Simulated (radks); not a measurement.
Q: Coherent X-ray form factor from a spherical all-electron density. Method: scalar-relativistic Kohn-Sham, BLYP, spin-polarised, spherical densities, finite nucleus; Fermi nuclear charge, rms radius of each element as measured or else 0.836 A^(1/3) + 0.57 fm; computed with a radial shooting solver on a logarithmic mesh with Libxc functionals.

sin(theta)/lambda (1/angstrom)  f0 (electrons)
0.05                                    25.962
0.1                                     25.850
0.15                                    25.665
0.2                                     25.408
0.25                                    25.084
0.3                                     24.695
0.4                                     23.744
0.5                                     22.598
0.6                                     21.306
0.8                                     18.480
1                                       15.641
1.25                                    12.487
1.5                                     10.011
2                                        7.024

The species is in the configuration that NIST lists as its ground one. Which atom or ion scatters so?

A: The indium ion In23+, [Ar] 3d8. Extrapolating in s^2 from the first two rows gives f0(0) = 26.0, near the electron count 26; among species with that count, the fall with angle is slower the higher Z, and the table is that of Z = 49; from so few rows the species is fixed only to a neighbour or two.
